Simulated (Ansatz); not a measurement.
A structure relaxed at PBE0-D4/def2-SVPD in Ansatz, charge -1, doublet:

```tsv
atom	x (Å)	y (Å)	z (Å)
Ni1	0.144	0.562	0.262
Ni2	-0.251	-1.692	-0.818
O3	1.373	1.608	0.587
O4	-1.265	-0.478	-0.031
```

(1) Give its formula and point group.

(2) Summarise the bond lengths by kind (pairs closer than 1.2 times the sum of covalent radii, bridged metal pairs left out).

Results:

(1) Ni2O2⁻. Point group Cs (tolerance 0.1 Å).

(2) 3 × Ni–O 1.65 to 1.78 Å.

The charge -1 doublet is spin-contaminated (final ⟨S²⟩ up to 2.26, 0.75 for a pure state). The relaxation made no stability test and no search for a lower SCF solution. No other spin state of charge -1 was run. Another isomer (doublet) lies 0.09 eV lower at PBE-D4/def2-TZVPD; other spin states weren't run for this one.
